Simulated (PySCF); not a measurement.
**C₆ coefficients of unlike pairs at TPSS**

Calculated with PySCF 2.14 from the dipole response of each species, C₆(A,B) = (3/π) ∫ α_A(iu) α_B(iu) du, in atomic units, from isotropic polarisabilities. For ions this is the dispersion term alone; charge-induced terms of lower order in 1/R come first.

| species | configuration | basis | relativity | α (bohr³) | C₆ (like pair) |
| --- | --- | --- | --- | --- | --- |
| F+ | [He] 2s2 2p4 (3P) | aug-cc-pVDZ-DK (4s3p2d) | spin-free X2C | 1.745 | 3.319 |
| Ar(3+) | [Ne] 3s2 3p3 (4S) | dyall-av2z (13s9p2d) | none | 3.593 | 9.940 |
| Rb | [Kr] 5s1 (2S) | x2c-TZVPPall with one added diffuse shell each of s, p, d, f type (9s7p7d3f1g) | spin-free X2C | 459.8 | 7887 |
| B(2+) | [He] 2s1 (2S) | x2c-QZVPPall with one added diffuse shell each of s, p, d, f type (8s5p4d3f1g) | spin-free X2C | 7.138 | 9.859 |

Task: Estimate C₆ for B(2+) with Rb.

Result: The integral gives 213.7. The combination rule 2 C_A C_B / (C_A α_B/α_A + C_B α_A/α_B) gives 205.3 and the geometric mean 278.8.

No spin-orbit coupling is included.

The other pairs:

```tsv
pair	C₆
Rb, Ar(3+)	133.9
Ar(3+), F+	5.646
B(2+), F+	4.238
B(2+), Ar(3+)	8.137
Rb, F+	67.36
```
